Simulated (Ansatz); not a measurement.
Isolated molecules relaxed with PBE0-D4/def2-TZVP in Ansatz; ΔE leaves out vibrations. CBS: MP2 limit from def2 TZ/QZ plus the TZ coupled-cluster correction, frozen cores. DFT in def2-TZVPP. Elements past krypton have def2 core potentials. For Ga, In outer-core shells are correlated without core-valence functions, which leaves a few kJ/mol of doubt a bond. Scalar relativity is left out up to krypton. One conformer a species, not always the lowest.

Reaction (substitution at a C–N bond): `CC(C)(C)[NH][In]([Cl])[Cl]` + `[OH][Ga]([F])[Cl]` → `CC(C)(C)[O][Ga]([F])[Cl]` + `[NH2][In]([Cl])[Cl]`

| level | ΔE (kcal/mol) |
| --- | --- |
| PBE-QIDH | 1.2 |
| CCSD/def2-TZVPP | 0.8 |

Q: What does CCSD(T)/CBS give? (Estimate.)

A: Ansatz gave: +1.7 kcal/mol. The listed levels differ from it by -0.5, -0.9 kcal/mol.

Largest T1 diagnostic among the species: 0.014.

Leaving LDA and LC-ωPBE aside and taking each functional with its dispersion term where it has one, the values, not all of them listed here, spread over 2.2 kcal/mol, from CAM-B3LYP-D4 to revPBE-D4. LDA lies +0.8 kcal/mol from PBE without D4. In def2-TZVPP, CCSD(T) changes the Hartree–Fock value by +3.9 kcal/mol (the triples alone add +0.5 kcal/mol) and MP2 by +5.6 kcal/mol.

CCSD(T)/CBS has its own doubt, a few kJ/mol and more with outer-core shells, so smaller differences from it don't rank the levels.
